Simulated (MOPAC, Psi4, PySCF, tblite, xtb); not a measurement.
Dimer N2 ··· BCl3 (SMILES N#N and ClB(Cl)Cl), singlet at R = 4.60 Å between the centres of mass, closest contact 3.47 Å (a random orientation, not optimised). Geometry in Å and degrees:

```
Cl
B 1 1.7453
Cl 2 1.7452 1 119.99
Cl 2 1.7453 3 120.00 1 -179.85
N 1 3.4701 2 104.71 3 161.75
N 5 1.0909 1 131.97 2 -83.32
```

GFN2-xTB (tblite); SAPT0/jun-cc-pVDZ, frozen core (Psi4); PBE0/def2-TZVP, counterpoise-corrected (Psi4); PBE0-D3(BJ)/def2-TZVP, counterpoise-corrected (Psi4); PBE/def2-TZVP, counterpoise-corrected (Psi4); PBE-D3(BJ)/def2-TZVP, counterpoise-corrected (Psi4); HF/aug-cc-pVDZ, counterpoise-corrected (Psi4); MP2/aug-cc-pVDZ = DF-MP2/aug-cc-pVDZ, frozen core, counterpoise-corrected in Psi4 1.11; SCS-MP2/aug-cc-pVDZ = DF-SCS-MP2/aug-cc-pVDZ, frozen core, counterpoise-corrected in Psi4; PM6, restricted, heats of formation (MOPAC); AM1, restricted, heats of formation (MOPAC); GFN1-xTB (xtb); RKS-B3LYP/6-31G* = restricted B3LYP/6-31G*, spherical d, no counterpoise correction in PySCF; RHF/3-21G = restricted Hartree-Fock/3-21G, no counterpoise correction (PySCF 2.14.0); RKS-B3LYP/6-311+G** = restricted B3LYP/6-311+G**, spherical d, no counterpoise correction in PySCF; RKS-M06-2X/6-31G* = PySCF with restricted M06-2X/6-31G*, spherical d, no counterpoise correction.

Task: What interaction energy does each level give?

Result: 
| method | E_int / kJ/mol |
|---|---|
| GFN2-xTB | -2.68 |
| PBE-D3(BJ)/def2-TZVP | -2.22 |
| PBE0-D3(BJ)/def2-TZVP | -2.03 |
| GFN1-xTB | -1.94 |
| RKS-M06-2X/6-31G* | -1.85 |
| MP2/aug-cc-pVDZ | -1.33 |
| SCS-MP2/aug-cc-pVDZ | -0.22 |
| SAPT0/jun-cc-pVDZ | -0.20 |
| PM6 | 0.27 |
| PBE/def2-TZVP | 0.55 |
| RHF/3-21G | 0.60 |
| AM1 | 0.77 |
| PBE0/def2-TZVP | 0.82 |
| RKS-B3LYP/6-31G* | 0.93 |
| RKS-B3LYP/6-311+G** | 1.94 |
| HF/aug-cc-pVDZ | 3.16 |
